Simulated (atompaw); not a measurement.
**Cutoff test, Se, PAW (atompaw)**

atompaw 4.2.0.5 input, output lines left out:

```
Se 34
GGA-PBE scalarrelativistic loggrid 1500 logderivrange -18 5 576
4 4 3 0 0 0
4 0 1.5
4 1 4.5
0 0 0
c
c
v
v
c
v
v
v
2
1.30 1.20 0.90 1.00
n
n
y
-3.25
n
custom rrkj gramschmidtortho besselshape
3 -0.5 troulliermartins
0.70
1.00
0.65
1.30
1.30
1.30
```

The pseudo-atom Hamiltonian at the reference potential is diagonalised in spherical Bessel functions j_l(qr) that vanish at 20 bohr, with q² up to the cutoff. All-electron valence levels (Ry): 3s -15.7537, 4s -1.3015, 3p -11.3043, 4p -0.5016, 3d -3.9638.

Task: How do the lowest levels (Ry) of each channel move with the cutoff, and are there ghosts?

Result:

```json
{"cutoff (Ry)": "8", "s #1": "-11.3954", "s #2": "-0.5338", "s #3": "0.0065", "p #1": "-0.4909", "p #2": "0.0285", "d #1": "-0.1490", "f #1": "0.1158", "Σ f·Δε (mRy)": "112946.0"}
{"cutoff (Ry)": "18", "s #1": "-14.5221", "s #2": "-0.8899", "s #3": "-0.0133", "p #1": "-0.4975", "p #2": "0.0283", "d #1": "-2.6670", "f #1": "0.1158", "Σ f·Δε (mRy)": "80909.1"}
{"cutoff (Ry)": "35", "s #1": "-15.4528", "s #2": "-1.0889", "s #3": "-0.0241", "p #1": "-1.3613", "p #2": "-0.5012", "d #1": "-3.8182", "f #1": "0.1158", "Σ f·Δε (mRy)": "62038.5"}
{"cutoff (Ry)": "55", "s #1": "-15.6844", "s #2": "-1.2227", "s #3": "-0.0315", "p #1": "-8.9904", "p #2": "-0.5015", "d #1": "-3.9589", "f #1": "0.1158", "Σ f·Δε (mRy)": "14191.6"}
{"cutoff (Ry)": "90", "s #1": "-15.7478", "s #2": "-1.2977", "s #3": "-0.0358", "p #1": "-10.9481", "p #2": "-0.5016", "d #1": "-3.9634", "f #1": "0.1158", "Σ f·Δε (mRy)": "2160.6"}
{"cutoff (Ry)": "140", "s #1": "-15.7533", "s #2": "-1.3010", "s #3": "-0.0361", "p #1": "-11.2746", "p #2": "-0.5016", "d #1": "-3.9638", "f #1": "0.1158", "Σ f·Δε (mRy)": "181.5"}
{"cutoff (Ry)": "230", "s #1": "-15.7536", "s #2": "-1.3014", "s #3": "-0.0361", "p #1": "-11.3035", "p #2": "-0.5016", "d #1": "-3.9638", "f #1": "0.1158", "Σ f·Δε (mRy)": "6.2"}
{"cutoff (Ry)": "400", "s #1": "-15.7538", "s #2": "-1.3014", "s #3": "-0.0361", "p #1": "-11.3045", "p #2": "-0.5016", "d #1": "-3.9638", "f #1": "0.1158", "Σ f·Δε (mRy)": "0.0"}
```

Result: no extra level below or beside the all-electron valence levels (s, p, d, f tested); 10 mRy is reached at 200 Ry and 1 mRy at over 300 Ry.
